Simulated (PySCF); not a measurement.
1-chloro-4-ethynylbenzene, C8H5Cl.
SMILES with atom numbers: `[CH:1]#[C:2][c:3]1[cH:4][cH:5][c:6]([Cl:7])[cH:8][cH:9]1` (hydrogens: H10 on C1; H11 on C4; H12 on C5; H13 on C8; H14 on C9)

Computed by this run: PBE0-D3(BJ)/def2-SVP geometry optimisation, gas phase (PySCF); density fitting, grid level 1; the optimiser is geomeTRIC in internal coordinates, started from a GFN2-xTB structure.

Step 0: E = -20874.4090 eV
```
atom  x, y, z in Å  |  force x, y, z in eV/Å
C1      3.2992    0.6062    0.4261    0.333   0.059   0.041
C2      2.1284    0.3909    0.2712   -0.773  -0.136  -0.101
C3      0.7475    0.1375    0.0923    0.152   0.026   0.024
C4     -0.0666    1.0832   -0.5315   -0.116  -0.066   0.005
C5     -1.4141    0.8363   -0.7051   -0.010   0.021  -0.011
C6     -1.9526   -0.3594   -0.2534   -0.399  -0.074  -0.054
Cl7    -3.6403   -0.6714   -0.4737   -0.035  -0.004   0.000
C8     -1.1574   -1.3089    0.3709   -0.001  -0.024   0.009
C9      0.1899   -1.0597    0.5418   -0.128   0.023  -0.040
H10     4.3224    0.7944    0.5616    1.056   0.194   0.138
H11     0.3631    2.0110   -0.8786    0.176   0.361  -0.134
H12    -2.0473    1.5645   -1.1874   -0.293   0.286  -0.200
H13    -1.5921   -2.2329    0.7189   -0.216  -0.381   0.129
H14     0.8193   -1.7921    1.0248    0.254  -0.285   0.193
```

**Question.** Estimate the geometry and energy of step 1. (The exact step hangs on the optimiser's Hessian estimate; all steps are aligned on step 0, rigid shifts and turns removed.)

**Answer.** E = -20874.4593 eV, largest force 0.182 eV/Å
```
atom  x, y, z in Å  |  force x, y, z in eV/Å
C1      3.3313    0.6128    0.4300    0.178   0.033   0.024
C2      2.1484    0.3957    0.2755   -0.057  -0.012  -0.007
C3      0.7560    0.1391    0.0950   -0.042  -0.006  -0.006
C4     -0.0720    1.0839   -0.5334    0.062   0.081  -0.024
C5     -1.4268    0.8381   -0.7093   -0.078   0.027  -0.031
C6     -1.9722   -0.3631   -0.2563    0.007   0.002   0.002
Cl7    -3.6606   -0.6729   -0.4726    0.023   0.004   0.002
C8     -1.1693   -1.3162    0.3701   -0.070  -0.055   0.010
C9      0.1846   -1.0634    0.5427    0.081  -0.055   0.044
H10     4.3813    0.8065    0.5680   -0.093  -0.018  -0.014
H11     0.3614    2.0229   -0.8860   -0.019  -0.032   0.011
H12    -2.0697    1.5732   -1.1977    0.019  -0.017   0.013
H13    -1.6124   -2.2512    0.7189    0.014   0.024  -0.009
H14     0.8191   -1.8056    1.0330   -0.026   0.023  -0.017
```

The energy changes by -0.0503 eV. The first-order estimate −F·Δx gives -0.1048 eV and the mean of the old and new forces, exact on a quadratic surface, -0.0512 eV. The step makes an angle of 48° with the force vector and moves no atom by more than 0.061 Å.

The cost below is that of the whole optimisation. The run took about 80 s of CPU time (one thread, shared machine).
